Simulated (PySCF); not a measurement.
C4H13PSi2.
SMILES with atom numbers: `[CH3:1][Si@@H:2]1[CH2:3][CH2:4][CH2:5][Si@@H:6]1[PH2:7]` (hydrogens: H8, H9, H10 on C1; H11 on Si2; H12, H13 on C3; H14, H15 on C4; H16, H17 on C5; H18 on Si6; H19, H20 on P7)

Geometry (PBE0-D3(BJ)/def2-SVP, Å), atoms numbered from 1 in this order:
```
atom  x, y, z in Å
C1    -1.2768   -2.5007   -0.5724
Si2   -0.9336   -1.3224    0.8583
C3    -1.9339    0.2973    0.7138
C4    -1.1195    1.3293   -0.0811
C5     0.2860    1.5211    0.5064
Si6    1.1129   -0.1950    0.6305
P7     1.9252   -0.7191   -1.4242
H8    -0.6470   -3.4014   -0.5041
H9    -2.3309   -2.8197   -0.5730
H10   -1.0628   -2.0109   -1.5352
H11   -1.1804   -2.0144    2.1632
H12   -2.1182    0.6769    1.7345
H13   -2.9232    0.1260    0.2583
H14   -1.0263    0.9942   -1.1305
H15   -1.6537    2.2943   -0.1219
H16    0.2187    1.9425    1.5253
H17    0.8819    2.2298   -0.0910
H18    2.1373   -0.2721    1.7188
H19    2.4282   -1.9983   -1.0344
H20    3.1858   -0.0631   -1.2668
```

Theory: core-valence-separated Tamm–Dancoff BHandHLYP/aug-pcX-1 (pcseg-1 on H, def2-SVPD on Si, def2-SVPD on P) in PySCF, non-relativistic, gas phase, PBE0-D3(BJ)/def2-SVP geometry. BHandHLYP without relativity tends to put these K edges a few eV too low, so spacings mean more than positions.

(1) What does the C 1s absorption edge look like?

## Answers

(1) 
| E (eV) | f | core hole on | main final orbital |
| --- | --- | --- | --- |
| 285.00 | 0.0003 | C1 | LUMO+1 (45 %) |
| 285.12 | 0.0099 | C5 | LUMO+1 (52 %) |
| 285.14 | 0.0103 | C3 | LUMO (43 %) |
| 285.62 | 0.0107 | C4 | LUMO (57 %) |
| 285.68 | 0.0320 | C3 | LUMO+1/LUMO+3 (2 roots, f summed) |
| 285.69 | 0.0172 | C5 | spread |
| 285.71 | 0.0259 | C1 | spread |
| 285.76 | 0.0324 | C5 | spread |
| 285.79 | 0.0288 | C1 | LUMO+4 (34 %) |
| 285.89 | 0.0135 | C5 | spread |
| 285.96 | 0.0305 | C1 | spread |
| 285.99 | 0.0293 | C3 | spread |
| 286.17 | 0.0009 | C3 | LUMO+2 (38 %) |
| 286.25 | 0.0050 | C1 | spread |
| 286.29 | 0.0257 | C4 | spread |
| 286.30 | 0.0037 | C5 | LUMO+3 (33 %) |
| 286.52 | 0.0036 | C4 | LUMO+1 (60 %) |
| 286.55 | 0.0008 | C1 | spread |

The first line with a tenth or more of the strongest one's intensity is at 285.12 eV (f = 0.010), with the hole on C5 (sp3 carbon bound to silicon). The strongest listed is at 285.76 eV (f = 0.032; C5).

Roots within 0.03 eV whose holes lie on the same, on equivalent or on shared atoms are summed into one line, and the highest roots are left out, as the search may have cut off their partners. Final orbitals are the ground state's empty Kohn–Sham orbitals.

**Question.** What are the wavelength and the wavenumber of the 285.68 eV line?

**Answer.** λ = 12398.42 eV Å/285.68 eV = 43.400 Å; 2.3042 × 10⁶ cm⁻¹.

The list ends where the root search ended, not at a threshold.

Time: 96 s; peak memory 1.3 GiB. Hardware: one thread, Intel Xeon at 2.50 GHz (x86_64), on a shared host.

One conformer stands for the species.
